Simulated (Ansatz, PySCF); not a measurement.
This PySCF input computes a PBE0/def2-TZVPD energy:

```python
from pyscf import gto, scf, dft

mol = gto.M(
    atom='''
    Si   -0.55320785    0.17136907   -0.17273039
    F     1.07473403   -0.08299006    0.27977855
    H    -0.70575794   -1.06312497   -1.11161160
    H    -1.22193838   -0.58913144    1.01183005
    ''',
    basis='def2-tzvpd',
    charge=-1,
    spin=0,
    verbose=4,
)

mf = dft.RKS(mol, xc='pbe0').density_fit(auxbasis='def2-universal-jkfit')
mf.grids.level = 3
mf.conv_tol = 1e-9
mf.max_cycle = 100
mf.max_memory = 1500
mf.kernel()
if not mf.converged:
    mf = mf.newton()
    mf.kernel(mf.make_rdm1())
mf.analyze()
```

Q: Write an input for the same energy in Ansatz (a first-principles code) and say what it gives.

A: 
Ansatz 0.2 input:
```yaml
crystal:
  periodic: [false, false, false]
  atoms:
    - {symbol: Si, position_ang: [-0.55320785, 0.17136907, -0.17273039]}
    - {symbol: F, position_ang: [1.07473403, -0.08299006, 0.27977855]}
    - {symbol: H, position_ang: [-0.70575794, -1.06312497, -1.11161160]}
    - {symbol: H, position_ang: [-1.22193838, -0.58913144, 1.01183005]}
basis:
  gaussian:
    orbitals: def2-TZVPD
hamiltonian:
  xc: {name: PBE0}
total_charge: -1
output: {forces: true}
```
It gives -390.41619 Eh, and PySCF -390.41623 Eh, a difference of 0.04 mEh, from the treatment of integrals and grids.

It need not be the lowest isomer of its formula. Whether it binds its extra electron was not tested at this geometry.
